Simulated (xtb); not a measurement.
B(H)(OH)(iPr) (C3H9BO), SMILES B(O)C(C)C. All values are semi-empirical tight-binding results from xtb (GFN2-xTB unless named), good for trends rather than for accurate numbers. Geometry optimised at GFN2-xTB. The structure was generated by enumeration, and PubChem lists no compound with its InChIKey, so it may never have been made. One conformer was computed; it need not be the lowest.

| Property | Result |
|---|---|
| orbital gap | 5.34 eV |
| dipole moment | 1.91 D |
| zero-point energy | 75.1 kcal/mol |
| G − E(el) at 298.15 K (modified RRHO) | 56.3 kcal/mol |
| static polarisability (D4 model) | 56.1 bohr³ |
| solvation energy, GFN2-xTB/ALPB(water) | -3.3 kcal/mol |
| solvation energy, GFN2-xTB/ALPB(toluene) | -4.7 kcal/mol |

### Question
Give the IR lines (harmonic; lines under 4 % of the strongest left out, lines within 3 cm⁻¹ merged). (The exact figures need the calculation; the answer reports its results.)

### Answer
ν (cm⁻¹): 499 (w), 672 (s), 770 (w), 966 (w), 1034 (w), 1113 (s), 1339 (vs), 2615 (s), 2909 (w), 3002 (m), 3009 (m), 3021 (w), 3026 (m), 3044 (w), 3557 (w) (against the strongest line: vs over 80 %, s over 45 %, m over 15 %, w over 4 %, vw less)
